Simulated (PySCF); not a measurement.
# Peak assignment

Numbering as in the mapped SMILES `[CH2:1]=[N:2]/[CH:3]=[C:4](/[F:5])[O:6][C:7]([F:8])([F:9])[F:10]`; H(Xn) means a hydrogen on atom n. Ha(C1) is cis to C3; Hb(C1) is trans to C3.

No solvent, averaged over atoms made equivalent by symmetry, fast rotation or ring inversion, single conformer, non-relativistic Hamiltonian. PBE0/pcSseg-1 with gauge-including orbitals; GFN2-xTB geometry; PySCF 2.14.0 with density-fitted response routines.

Referencing at the same level of theory: 13C (σ = 186.93 ppm) and 1H (σ = 31.72 ppm) vs TMS.

(1) Assign these signals to the numbered atoms. 13C{1H} NMR (computed): δ 166.5 (C), 154.6 (CH2), 128.5 (C), 112.2 (CH).

(2) Assign these signals to the numbered atoms. 1H NMR (500 MHz, computed): δ 7.61 (d, 1H), 7.16 (d, 1H), 6.32 (m, 1H).

## Answers

(1) 
```tsv
δ (ppm)	atoms	environment	reason
166.5	C4	alkene carbon bearing oxygen	an sp2 carbon further deshielded by the attached heteroatom
154.6	C1	C=N carbon	–
128.5	C7	CF3 carbon	4 electronegative neighbours deshield it
112.2	C3	β carbon of an enol-ether or enamine type C=C	the O or N lone pair pushes π density onto this β carbon and shields it
```

(2) 
```tsv
δ (ppm)	atoms	environment	reason
7.61	Ha(C1)	hydrogen on a C=N carbon	–
7.16	Hb(C1)	hydrogen on a C=N carbon	–
6.32	H(C3)	hydrogen on a β carbon of an enol-ether or enamine type C=C	a vinylic proton, deshielded by the sp2 carbon and the C=C anisotropy
```

Splittings by 19F in the carbon and heteronuclear signals aren't shown, as no couplings were computed. Shifts are as computed. Against solution values, carbons near 30 ppm lie about +3 ppm off and those near 130 ppm about +5 ppm. Of 1211 compounds with measured shifts, 218 miss one by over three times the rms of a fit or turn the order of signals round; such compounds aren't used in these exercises. Multiplicities follow the n + 1 count of equivalent neighbours, as no J values were calculated; m marks all less simple cases, F and P coupling included.
